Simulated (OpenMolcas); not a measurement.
**Br⁺: effect of the basis set**

| Quantity | Value |
| --- | --- |
| Program | OpenMolcas 26.06 |
| Method | RASSCF |
| Active space | 6 electrons in 9 orbitals (RAS2 4s 4p; RAS3 4d, at most 2 electrons) |
| State averaging | 2S+1 = 3 even, 3 roots; 2S+1 = 1 even, 6 roots; 2S+1 = 3 odd, 5 roots kept (CI in the orbitals of an earlier block); 2S+1 = 1 odd, 1 root |
| Spin-orbit coupling | state interaction with AMFI integrals over the reference wave functions, term energies averaged over their components |

A. ANO-RCC-VTZP [6s5p3d1f], DKH2, point nucleus; cost roughly 19 core-seconds
B. ANO-RCC-VQZP [7s6p4d2f1g], DKH2, point nucleus; cost of the order of 28 core-seconds
C. ANO-RCC [9s8p6d4f2g], DKH2, point nucleus; cost roughly 30 core-seconds

Energies in cm-1 above 4s2 4p4 3P2, the measured ground level; measured values from NIST Handbook of Basic Atomic Spectroscopic Data.

| Level | A | B | C | Measured |
| --- | --- | --- | --- | --- |
| 4s2 4p4 3P2 | 0.0 | 0.0 | 0.0 | 0.0 |
| 4s2 4p4 3P1 | 2801 | 2781 | 2792 | 3136 |
| 4s2 4p4 3P0 | 3570 | 3547 | 3558 | 3837 |
| 4s2 4p4 1D2 | 13709 | 13710 | 13718 | 12089 |
| 4s2 4p4 1S0 | 29061 | 29055 | 29070 | 27867 |

Deviations, from unrounded energies. A percentage is the sum of absolute deviations over the sum of measured energies, with the sign that they share, or ± where signs differ.

```json
{"Against measurement": "mean absolute deviation (cm-1)", "Levels": "4", "A": "850", "B": "860", "C": "860"}
{"Against measurement": "fine structure of the ground term (%)", "Levels": "2", "A": "-8.6", "B": "-9.3", "C": "-8.9"}
{"Against measurement": "other terms of the ground configuration (%)", "Levels": "2", "A": "+7.0", "B": "+7.0", "C": "+7.1"}
```

A, B, C lie about equally close to measurement. The largest miss of A in the table is 4s2 4p4 1D2, by +1600 cm-1. The ranking rests on the paired levels alone, and a cruder setting can come out closer through cancelling errors.

Among A to C the level of the table that moves most is 4s2 4p4 3P0, by 23 cm-1 (lowest in B, highest in A).

Without dynamic correlation excited terms often stand tens of per cent too high (terms of higher spin than the ground term too low), and those without a measured partner can miss by more than the paired ones. The run also gave levels led by 4s2 4p3 4d, which use shells meant for correlation; these and all levels above them are left out. No level of 4s 4p5 was computed, though it lies in the active space. Measured partners are found by configuration, term and J. A level has none where our copy of the source lacks it or the pairing is in doubt (some pairs that miss far off the trend of their configuration count as doubtful), and it then counts in no deviation. Only configurations of the active space appear. Levels that lie high or do not pair safely by name in every column are left out.
